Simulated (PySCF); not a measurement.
All values below come from PBE-D3(BJ)/def2-TZVP // BP86-D3(BJ)/def2-SVP (PySCF). Isolated molecules, 0 K electronic values unless said otherwise. One relaxed conformer stands for a flexible species; it need not be the lowest. 

Reference species: [Zr(NH2)4] (neutral, multiplicity 1).

```
Quantity                                Value
-------------------------------------  ------
coordination number                         4
charge on the central atom (Mulliken)  1.51 e
```

Changed species: [Zr(H)4] (4 of 4 NH2 replaced by H; the reference has 0 of 4 NH2 replaced by H).

**Question.** Give the shifts of the coordination number and charge on the central atom (Mulliken).

**Answer.** the coordination number stays essentially unchanged; the charge on the central atom (Mulliken) decreases by 0.84 e, to 0.67 e.
